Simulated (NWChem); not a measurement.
Species: BH2Br; SMILES BBr

Program: NWChem. Pople sets run with spherical d functions. This build's default masses of Se (78.918 u) and Br (79.917 u) are each other's, which moves their modes by up to 0.6 %. B3LYP is NWChem's, with the RPA form of VWN correlation. Each level has its own optimisation; frequencies are unscaled.

| level | r B–H (Å) | r B–Br (Å) | highest harmonic frequency (cm⁻¹) | lowest (cm⁻¹) | zero-point energy (kcal/mol) |
|---|---|---|---|---|---|
| CAM-B3LYP/def2-SVP | 1.199 | 1.891 | 2750 | 711 | 13.0 |
| B3LYP/3-21G | 1.186 | 1.935 | 2811 | 625 | 13.1 |
| B3LYP/6-31G* | 1.188 | 1.913 | 2782 | 679 | 13.1 |
| PBE-D3(BJ)/def2-SVP | … | 1.900 | … | … | … |

Q: Complete the blanks.

A: 
- PBE-D3(BJ)/def2-SVP, r B–H (Å): 1.210
- PBE-D3(BJ)/def2-SVP, highest harmonic frequency (cm⁻¹): 2668
- PBE-D3(BJ)/def2-SVP, lowest (cm⁻¹): 692
- PBE-D3(BJ)/def2-SVP, zero-point energy (kcal/mol): 12.5
